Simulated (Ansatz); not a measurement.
One change: `CB(N)N` becomes `CB(N)[SiH2]Cl`.

Ansatz, PBE0-D4/def2-TZVP geometries, multiplicity 1. Each molecule was computed in one conformer, which needn't be the lowest.

```
                                          property  `CB(N)N`
size of the dipole moment (ωB97M-V/def2-TZVPP) / D      1.09
                 LUMO energy (PBE/def2-TZVPP) / eV      0.10
  size of the dipole moment (B3LYP/def2-TZVPP) / D      1.09
           HOMO–LUMO gap (ωB97M-V/def2-TZVPP) / eV     11.27
             HOMO energy (ωB97M-V/def2-TZVPP) / eV     -9.13
             HOMO–LUMO gap (B3LYP/def2-TZVPP) / eV      7.03
```

(1) Give the same properties after the change, and the shifts. (Best estimate.)

Results:

(1) The calculation gave: 
```tsv
property	`CB(N)[SiH2]Cl`	shift
size of the dipole moment (ωB97M-V/def2-TZVPP) / D	3.45	2.36
LUMO energy (PBE/def2-TZVPP) / eV	-1.58	-1.68
size of the dipole moment (B3LYP/def2-TZVPP) / D	3.43	2.34
HOMO–LUMO gap (ωB97M-V/def2-TZVPP) / eV	11.01	-0.26
HOMO energy (ωB97M-V/def2-TZVPP) / eV	-9.77	-0.64
HOMO–LUMO gap (B3LYP/def2-TZVPP) / eV	6.60	-0.43
```

With PBE0 the HOMO falls by 0.89 eV and the LUMO falls by 1.54 eV, so the gap narrows by about 0.65 eV. PBE moves the HOMO by -1.05 eV and ωB97M-V by -0.64 eV. Dipoles are sizes alone; their direction can turn.

B3LYP here is the variant with VWN-RPA as its local correlation; programs differ in this.
